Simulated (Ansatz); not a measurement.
Ideal-gas functions of BrH3NSi (`N[SiH]Br`) radical at 500 K and 1 bar, from an Ansatz frequency run at PBE0-D4/def2-TZVP.

Molar mass 125.02 g/mol, point group C1 (symmetry number 1), electronic degeneracy 2, moments of inertia 25.119, 201.0, 221.753 u Å². Harmonic wavenumbers (cm⁻¹, unscaled): 85, 229, 330, 411, 624, 678, 870, 888, 1568, 2173, 3612, 3715.

Use S(trans) = R[1.5 ln M + 2.5 ln T − 1.1517]; rotational temperatures θ = 24.2544 K / I; S(rot) = R[ln(√π/σ · √(T³/θAθBθC)) + 1.5]; for each mode x = 1.438777 ν̃/T, S = R[x/(eˣ − 1) − ln(1 − e⁻ˣ)] and H = RT x/(eˣ − 1); 1 cm⁻¹ = 0.0119627 kJ/mol; R = 8.31446 J/(mol·K).

Q: By hand: the entropy, in J/(mol·K).

A: Translation 179.8. Rotation: θ = 0.9656, 0.1207, 0.1094 K, giving 112.9. Vibration, mode by mode: 20.04, 11.93, 9.05, 7.39, 4.48, 3.96, 2.56, 2.46, 0.51, 0.12, 0.00, 0.00, in all 62.5. Electronic 5.8. Sum 361.0 J/(mol·K).

Q: By hand: H − E and G − E in kJ/mol, counted from the electronic energy.

A: Zero-point energy ½ × 15183 × 0.0119627 = 90.8; thermal vibration 16.2; translation, rotation and pV give 4 RT = 16.6. H − E = 123.6 kJ/mol, and G − E = 123.6 − 500 × 361.0/1000 = -56.9 kJ/mol.

Vibration gives 17 % of the entropy, 20.0 J/(mol·K) of it from the mode under 150 cm⁻¹: soft modes count most, and the harmonic formula is weakest for them. The sum counts one conformer and one mirror image; others add a mixing term.
